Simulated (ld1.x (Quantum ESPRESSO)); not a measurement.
# What one change does to a pseudopotential (Fe, TM)

ld1.x (Quantum ESPRESSO) 7.5 input, shortened:

```
&input
   title='Fe', zed=26., rel=2, dft='PZ', iswitch=3,
   config='[Ar] 3d6 4s0.5 4p0', rel_dist='average'
 /
 &inputp
   pseudotype=2, tm=.true., lloc=-1, rcloc=2.05,
   nlcc=.true., rcore=0.85
 /
3
4S  1  0   0.50   0.00  2.05  2.05  0.0
4P  2  1   0.00   0.00  1.80  1.80  0.0
3D  3  2   6.00   0.00  1.50  1.50  0.0
 &test
   configts(1)='3d6 4s0.5 4p0'
 /
```

Open shells are filled in proportion to 2j + 1 (rel_dist='average').

Change: local potential all-electron potential smoothed inside 0.78 bohr (lloc = -1).

Cutoffs: the cutoffs (Ry, on a coarse ladder) from which the occupation-weighted sum of valence levels, in a spherical-Bessel basis at the reference potential, stays within 10 and 1 mRy of its value at 400 Ry; they do not see the model core or the augmentation charge, which bear on the density cutoff. Errors are all-electron minus pseudo energies relative to the spin-unpolarised reference configuration.

Problem. How do hardness, ghosts and transferability respond?

Solution. The potential gets neither clearly harder nor softer (110 Ry and 180 Ry → 110 Ry and 180 Ry); a bound ghost appears in p, s, which as a rule spoils a file; of the 7 tests that both files solve, the error grows in 1 and shrinks in 3 by more than 15 % and 0.3 meV (median size 4.2 → 4.1 meV); the range in which the p1/2 phases agree widens (upper end -0.2 → 3.3); the range in which the p3/2 phases agree widens (upper end -0.2 → 3.2). In the separable form a ghost depends on how the local part lies against the semilocal potential of the channel, so the choice of the local part can create or remove one.

```tsv
quantity	base	changed
cutoff, loose	110 Ry	110 Ry
cutoff, tight	180 Ry	180 Ry
bound ghosts	none	s, p1/2, p3/2
error for 3d6 4s2 4p0, meV [ΔE -16.26 eV]	-8.6	-9.9
error for 3d6 4s1 4p0, meV [ΔE -7.28 eV]	-1.9	-2.0
error for 3d6 4s0 4p0, meV [ΔE 9.22 eV]	-4.2	-4.1
error for 3d7 4s1 4p0, meV [ΔE -17.08 eV]	-73	-47
error for 3d6 4s1.5 4p0, meV [ΔE -12.66 eV]	-5.3	-5.9
error for 3d6.5 4s1.5 4p0, meV [ΔE -17.00 eV]	-4.1	+0.4
error for 3d6 4s0 4p1, meV [ΔE -2.14 eV]	+0.4	+0.1
s: phases at 2.25 bohr within 0.05 rad from the reference energy up to (Ry; the scan ends near 5)	-0.1	0.6
p1/2: phases at 2.25 bohr within 0.05 rad from the reference energy up to (Ry; the scan ends near 5)	-0.2	3.3
p3/2: phases at 2.25 bohr within 0.05 rad from the reference energy up to (Ry; the scan ends near 5)	-0.2	3.2
d3/2: phases at 2.25 bohr within 0.05 rad from the reference energy up to (Ry; the scan ends near 5)	0.3	0.9
d5/2: phases at 2.25 bohr within 0.05 rad from the reference energy up to (Ry; the scan ends near 5)	0.3	0.9
```

 A true bound ghost makes a file unfit for plane-wave use even where its test errors are small: the radial tests pick states by their node count and pass the ghost by.
